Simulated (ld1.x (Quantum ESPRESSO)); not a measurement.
**What one change does to a pseudopotential (zirconium, TM)**

- Element: Zr (Z = 40)
- Generator: ld1.x (Quantum ESPRESSO) 7.5
- Type: norm-conserving Troullier–Martins (Kleinman–Bylander form)
- Functional: Wu–Cohen
- Relativity: scalar-relativistic
- Frozen core: [Kr]
- Valence charge: 4
- Reference configuration: 4d2 5s0.5 5p0 (charge +1.5)
- Partial waves: 5p (bound, empty): rc 2.60 bohr; 4d (bound): rc 2.05 bohr; 5s (bound): rc 2.65 bohr
- Local potential: the s channel
- Core correction: none

Change: core correction a·sin(br)/r model core inside 0.98 bohr.

Cutoffs: the cutoffs (Ry, on a coarse ladder) from which the occupation-weighted sum of valence levels, in a spherical-Bessel basis at the reference potential, stays within 10 and 1 mRy of its value at 400 Ry; they do not see the model core or the augmentation charge, which bear on the density cutoff. Errors are all-electron minus pseudo energies relative to the spin-unpolarised reference configuration.

Question: How do hardness, ghosts and transferability respond?

Answer: The potential gets neither clearly harder nor softer (30 Ry and 35 Ry → 30 Ry and 35 Ry); both files keep a bound ghost (p); of the 7 tests that both files solve, the error grows in 4 and shrinks in 2 by more than 15 % and 0.3 meV (median size 16.2 → 12.0 meV). A model core, the more so a compact one, raises the density cutoff, which this test does not measure.

| quantity | base | changed |
| --- | --- | --- |
| cutoff, loose | 30 Ry | 30 Ry |
| cutoff, tight | 35 Ry | 35 Ry |
| bound ghosts | p | p |
| error for 4d2 5s2 5p0, meV [ΔE -12.88 eV] | -23 | -12 |
| error for 4d2 5s1 5p0, meV [ΔE -5.70 eV] | +1.2 | -2.5 |
| error for 4d2 5s0 5p0, meV [ΔE 7.17 eV] | +34 | -8.1 |
| error for 4d1 5s2 5p1, meV [ΔE -9.86 eV] | -13 | -179 |
| error for 4d2 5s1.5 5p0, meV [ΔE -9.98 eV] | -8.4 | -7.3 |
| error for 4d1 5s2 5p0, meV [ΔE -5.20 eV] | +16 | -173 |
| error for 4d3 5s0 5p0, meV [ΔE -5.35 eV] | -33 | -125 |
| s: phases at 2.91 bohr within 0.05 rad from the reference energy up to (Ry; the scan ends near 5) | 0.8 | 0.8 |
| p: phases at 2.91 bohr within 0.05 rad from the reference energy up to (Ry; the scan ends near 5) | -0.2 | -0.2 |
| d: phases at 2.91 bohr within 0.05 rad from the reference energy up to (Ry; the scan ends near 5) | 0.2 | 0.2 |

 A true bound ghost makes a file unfit for plane-wave use even where its test errors are small: the radial tests pick states by their node count and pass the ghost by.
